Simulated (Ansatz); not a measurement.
Z-matrix (Å, degrees):
```
C
C 1 1.509
C 1 1.530 2 113.2
H 1 1.098 2 107.4 3 -120.2
H 1 1.090 2 108.0 3 123.5
C 2 1.510 1 115.7 3 57.0
O 2 1.205 1 122.6 3 -123.0
C 3 1.517 1 112.6 2 -55.0
H 3 1.094 1 109.3 2 66.4
H 3 1.095 1 109.0 2 -176.7
S 6 1.810 2 109.8 1 -61.3
H 6 1.089 2 109.5 1 -179.4
H 6 1.095 2 110.8 1 59.7
H 8 1.092 3 111.0 1 178.5
H 8 1.095 3 111.2 1 -62.0
```

Total charge 0; spin multiplicity 1.

List the ωB97M-V/def2-TZVPP orbital energies in eV (Ansatz 0.2.0). (An estimate is asked.)

Computed: Occupied: -2426.95, -525.91, -284.04, -282.50, -282.42, -282.00, -281.84, -220.88, -164.02, -163.93, -163.77, -32.14, -26.58, -24.44, -23.69, -20.74, -19.69, -17.87, -16.36, -15.88, -15.30, -15.21, -14.53, -14.29, -13.18, -13.04, -12.44, -11.94, -11.37, -9.96, -8.73. Lowest empty: 1.39, 2.43, 2.85, 3.18, 3.60, 3.89, 4.00, 4.36.
